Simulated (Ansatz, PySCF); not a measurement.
Complex: H2 (SMILES [H][H]) (first 2 atoms) with CH4S (SMILES CS); geometry from B3LYP-D3(BJ)/def2-TZVP, rigid monomers moved along the line of their centres of mass till H1···S4 is 2.73 Å.
(charge 0, multiplicity 1):
```xyz
8

H      0.0296    -0.3295     0.1544
H      0.3783    -0.1610    -0.4832
C      0.9394     0.6859     2.7892
S     -0.6982    -0.1134     2.7728
H      0.9449     1.5601     3.4367
H      1.6323    -0.0520     3.1900
H      1.2570     0.9561     1.7841
H     -1.3866     0.9286     2.2792
```

Monomers are frozen at their geometry in the pair; levels with a basis set take the counterpoise correction.

Cores are frozen in the correlated methods. CBS(a, b) extrapolates the correlation energy as X⁻³ and adds the Hartree–Fock energy of set b.

Programs: Ansatz (a program for electronic structure) with Gaussian orbitals; PySCF for the dispersion terms. 

PBE/def2-TZVPPD gives -12.5 meV for the interaction energy.

Task: How do the other levels lie against it? Give each less PBE: PBE-D3(BJ)/def2-TZVPPD, r2SCAN/def2-TZVPPD, PBE0/def2-TZVPPD, wB97M-V/def2-TZVPPD, MP2/CBS(aug-cc-pV(D+d)Z, aug-cc-pV(T+d)Z), CCSD(T)/CBS(aug-cc-pV(D+d)Z, aug-cc-pV(T+d)Z).

Result: PBE-D3(BJ)/def2-TZVPPD -26.9; r2SCAN/def2-TZVPPD 11.3; PBE0/def2-TZVPPD 6.0; wB97M-V/def2-TZVPPD -1.1; MP2/CBS(aug-cc-pV(D+d)Z, aug-cc-pV(T+d)Z) -3.0; CCSD(T)/CBS(aug-cc-pV(D+d)Z, aug-cc-pV(T+d)Z) -2.5 meV. 2 of 6 lie above PBE; the widest gap is to PBE-D3(BJ)/def2-TZVPPD.
